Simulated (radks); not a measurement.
Isoelectronic series with 4 electrons, all held in the configuration [He] 2s2, which need not be the ground one along the series. Calculated with a radial shooting solver on a logarithmic mesh with Libxc functionals: scalar-relativistic Kohn-Sham, r2SCAN, spin-polarised, spherical densities, finite nucleus; meta-GGA in the generalised Kohn-Sham scheme; Fermi nuclear charge, rms radius of each element as measured or else 0.836 A^(1/3) + 0.57 fm. Total energies (hartree) and orbital eigenvalues (eV) (* marks an orbital that is empty in some or all of the ions):

ion    E (hartree)        3d*        3s*        2p*         2s         1s
Mo38+  -2194.37387  -2222.140  -2309.234  -5288.619  -5489.266  -23148.02
Tc39+  -2304.64527  -2340.234  -2433.288  -5565.489  -5778.832  -24326.86
Ru40+  -2417.84604  -2461.414  -2560.819  -5849.683  -6076.529  -25537.26
Rh41+  -2534.00320  -2585.685  -2691.854  -6141.227  -6382.435  -26779.49
Pd42+  -2653.13850  -2713.050  -2826.419  -6440.148  -6696.624  -28053.77
Ag43+  -2775.27891  -2843.513  -2964.540  -6746.476  -7019.177  -29360.38
Cd44+  -2900.44711  -2977.077  -3106.246  -7060.237  -7350.174  -30699.55
In45+  -3028.67524  -3113.746  -3251.567  -7381.462  -7689.707  -32071.61
Sn46+  -3159.98686  -3253.525  -3400.532  -7710.180  -8037.859  -33476.80
Sb47+  -3294.41296  -3396.417  -3553.173  -8046.423  -8394.726  -34915.43
Te48+  -3431.98035  -3542.427  -3709.521  -8390.221  -8760.398  -36387.77
I49+   -3572.72703  -3691.559  -3869.613  -8741.606  -9134.985  -37894.22
Xe50+  -3716.67849  -3843.818  -4033.480  -9100.613  -9518.579  -39435.02
Cs51+   -3863.8722  -3999.207  -4201.160  -9467.274  -9911.294  -41010.57
Ba52+   -4014.3393  -4157.732  -4372.690  -9841.624  -10313.24  -42621.18
La53+   -4168.1191  -4319.397  -4548.109  -10223.70  -10724.52  -44267.25
Ce54+   -4325.2463  -4484.207  -4727.456  -10613.53  -11145.27  -45949.13
Pr55+   -4485.7609  -4652.167  -4910.773  -11011.16  -11575.61  -47667.23
